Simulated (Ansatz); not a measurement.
CrS2F2, 5 atoms. Hardware: 4 threads of Arm Neoverse V1 on a shared host.

Correlated methods freeze 17 core orbitals; core or outer-core shells of Cr are correlated, in sets that lack core-valence functions.

**Question.** How many basis functions does each of these Ansatz runs have, and roughly what does it cost? ωB97X-V/def2-TZVP, charge 0 singlet, energy, from earlier orbitals; r2SCAN-D4/def2-SVP, charge 0 singlet, relaxation, 5 steps; PBE-D4/def2-TZVP, charge 0 singlet, energy and forces, from earlier orbitals; HF/def2-TZVP, charge 0 singlet, energy, from earlier orbitals; PBE0-D4/def2-TZVP, charge 1 doublet at the geometry of the charge 0 singlet, energy, from earlier orbitals; PBE-D4/def2-TZVP, charge 0 triplet at the geometry of the charge 0 singlet, energy, from earlier orbitals; B3LYP-D4/def2-TZVP, charge 0 singlet, energy, from earlier orbitals; PBE-D4/def2-TZVP, charge 1 doublet at the geometry of the charge 0 singlet, energy, from earlier orbitals; PBE0-D4/def2-SVP, charge 1 doublet at the geometry of the charge 0 singlet, energy with a search over starts; B97M-V/def2-TZVP, charge 0 singlet, energy, from earlier orbitals; CAM-B3LYP-D4/def2-TZVP, charge 0 singlet, energy, from earlier orbitals; CCSD(T)/def2-TZVP, charge 0 singlet, energy, from earlier orbitals.

**Answer.** Other jobs shared the machine, so times can vary by a factor of up to 3. A dash marks memory too small to be measured apart from the calling script's.

```tsv
run	functions	fitting or Cholesky vectors	wall time	peak host memory (GiB)
PBE-D4/def2-TZVP, charge 0 singlet, energy and forces, from earlier orbitals	181	1263	2.5 s	–
B3LYP-D4/def2-TZVP, charge 0 singlet, energy, from earlier orbitals	181	1340	3.1 s	–
CAM-B3LYP-D4/def2-TZVP, charge 0 singlet, energy, from earlier orbitals	181	1340	3.9 s	0.58
PBE-D4/def2-TZVP, charge 1 doublet at the geometry of the charge 0 singlet, energy, from earlier orbitals	181	1263	4.3 s	–
PBE-D4/def2-TZVP, charge 0 triplet at the geometry of the charge 0 singlet, energy, from earlier orbitals	181	1263	4.9 s	–
B97M-V/def2-TZVP, charge 0 singlet, energy, from earlier orbitals	181	1263	7 s	–
HF/def2-TZVP, charge 0 singlet, energy, from earlier orbitals	181	1610	7 s	0.72
PBE0-D4/def2-TZVP, charge 1 doublet at the geometry of the charge 0 singlet, energy, from earlier orbitals	181	1343	7.5 s	0.73
ωB97X-V/def2-TZVP, charge 0 singlet, energy, from earlier orbitals	181	1325	8.5 s	0.64
PBE0-D4/def2-SVP, charge 1 doublet at the geometry of the charge 0 singlet, energy with a search over starts	95	923	18 s	–
r2SCAN-D4/def2-SVP, charge 0 singlet, relaxation, 5 steps	95	1103	19 s	–
CCSD(T)/def2-TZVP, charge 0 singlet, energy, from earlier orbitals	181	1263	7.8 min	2.3
```
